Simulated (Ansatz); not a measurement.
`[NH2][GeH2][Si](N)(O)O`, relaxed with RKS PBE0-D4/def2-TZVP in Ansatz from a GFN2-xTB geometry. The force threshold is 0.005 eV/Å; the program also tests the step.

Charge 0, multiplicity 1.

Start:

```xyz
14

N     1.475   -1.658    1.084
Ge    1.232    0.103    0.670
Si   -0.642    0.294   -0.683
N    -1.744    1.366    0.097
O    -1.319   -1.161   -0.960
O    -0.282    0.885   -2.160
H     2.227   -1.884    1.720
H     0.648   -2.154    1.390
H     1.244    0.961    1.938
H     2.563    0.465    0.041
H    -2.598    1.580   -0.394
H    -1.958    1.177    1.063
H    -0.897   -1.748   -1.582
H     0.051    1.775   -2.224
```

(1) How much energy does the relaxation release, and in how many steps? (Best estimate.)

(2) Which bonds change most? (An estimate is asked.)

(3) Give the relaxed structure. (Estimate.)

Answers

(1) The calculation gave: 3.34 kcal/mol, in 29 steps.

(2) The calculation gave: Ge2–Si3 from 2.320 to 2.386 Å; N1–Ge2 from 1.826 to 1.853 Å; Ge2–H9 from 1.530 to 1.557 Å; Ge2–H10 from 1.516 to 1.542 Å.

(3) The calculation gave: 
```xyz
14

N     1.634   -1.681    0.818
Ge    1.186    0.117    0.827
Si   -0.693    0.287   -0.632
N    -1.728    1.484   -0.005
O    -1.419   -1.186   -0.724
O    -0.286    0.623   -2.192
H     2.415   -1.917    1.416
H     0.853   -2.271    1.074
H     0.871    0.666    2.249
H     2.442    0.869    0.343
H    -2.608    1.696   -0.449
H    -1.767    1.645    0.988
H    -1.043   -1.797   -1.361
H     0.143    1.465   -2.353
```
